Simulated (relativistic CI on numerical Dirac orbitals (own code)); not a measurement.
Ti²⁺: q coefficients and field-shift factors

Method of calculation: Dirac-Coulomb-Breit CI, separate exchange-only KLI orbitals for each configuration, valence Slater integrals scaled by 0.85, P86 correlation energy added to each configuration, derivatives by finite differences, QED left out (own radial code, finite nucleus).

CI space (outside the closed core [Ne] 3s2): 3p6 3d2, 3p6 3d 4s, 3p6 3d 4p, 3p6 4s2, 3p6 3d 4d, 3p6 4s 4p, 3p6 3d 4f, 3p5 3d3. Levels of other configurations are missing.

With x = (α/α₀)² − 1 an excitation energy changes as ω = ω₀ + qx; K = 2q/ω₀ is the relative enhancement. Terms are leading LS components, so labels can repeat. The field-shift factor is F = δν/δ⟨r²⟩ for the transition from the lowest level.

Lowest level 3p6 3d2 3F_2.

| Level | ω₀ (cm⁻¹) | q (cm⁻¹) | F (GHz/fm²) |
| --- | --- | --- | --- |
| 3p6 3d2 3F_3 | 159.1 | 157.2 | 0.00136 |
| 3p6 3d2 3F_4 | 362.7 | 354.3 | 0.00307 |
| 3p6 3d2 1D_2 | 9481.3 | 116.9 | 0.0349 |
| 3p6 3d2 3P_0 | 11472.9 | 58.99 | 0.0247 |
| 3p6 3d2 3P_1 | 11527.5 | 114.2 | 0.0252 |
| 3p6 3d2 3P_2 | 11624.0 | 218 | 0.0262 |
| 3p6 3d2 1G_4 | 14822.6 | 113.2 | 0.033 |
| 3p6 3d2 1S_0 | 34971.3 | -40.13 | 0.108 |
| 3p6 3d 4s 3D_1 | 39866.7 | -2200 | 1.04 |
| 3p6 3d 4s 3D_2 | 39990.8 | -2085 | 1.04 |
| 3p6 3d 4s 3D_3 | 40194.1 | -1881 | 1.04 |
| 3p6 3d 4s 1D_2 | 44252.1 | -1847 | 0.97 |
| 3p6 3d 4p 1D°_2 | 76288.2 | -1324 | 0.483 |
| 3p6 3d 4p 3D°_1 | 77807.6 | -1479 | 0.48 |
| 3p6 3d 4p 3D°_2 | 77962.3 | -1363 | 0.482 |
| 3p6 3d 4p 3D°_3 | 78196.9 | -1157 | 0.483 |
| 3p6 3d 4p 3F°_2 | 78208.8 | -1506 | 0.485 |
| 3p6 3d 4p 3F°_3 | 78501.3 | -1229 | 0.485 |
| 3p6 3d 4p 3F°_4 | 78876.2 | -926 | 0.488 |
| 3p6 3d 4p 3P°_1 | 81629.4 | -1263 | 0.486 |
| 3p6 3d 4p 3P°_0 | 81629.6 | -1242 | 0.486 |
| 3p6 3d 4p 3P°_2 | 81704.9 | -1162 | 0.487 |
| 3p6 3d 4p 1F°_3 | 84249.2 | -1135 | 0.483 |

For a near-neutral ion this model can misplace configurations by up to about 10,000 cm⁻¹ (more where the count of f electrons changes) and terms by 10 to 25 % of their spread. Rates follow the energies as ν³ (E1, M1) or ν⁵ (E2), so they and the lifetimes can be off by large factors. The fine structure of a lone outer electron comes out too small, for d and f at times inverted, and misplaced configurations move strength between like terms.

Problem. Which transition from the lowest level has the largest |K|?

Solution. 3p6 3d2 3F_3 at 159.1 cm⁻¹, K = 1.98.
